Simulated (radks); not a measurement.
Problem. All-electron calculation, non-relativistic Kohn-Sham, LDA (Slater exchange, Perdew-Wang correlation), spin-polarised, spherical densities, point nucleus; open shells are filled with parallel spins first (spin-orbit coupling, left out, can overturn this in heavy ions). Program: a radial shooting solver on a logarithmic mesh with Libxc functionals. Response by self-consistent Sternheimer equations with the Hartree and adiabatic LDA kernel. For heavy and open-shell atoms this level of theory can miss by tens of per cent. Rank As3+, Ti2+, Cu3+, I, I3+, B, Mg+, Ar, Si2+ (NIST ground configurations) by static dipole polarisability, largest first.

Solution. I 34.19, Mg+ 30.58, B 23.96, Ar 12.00, Si2+ 11.31, I3+ 10.67, As3+ 6.935, Ti2+ 5.152, Cu3+ 1.643 bohr^3.
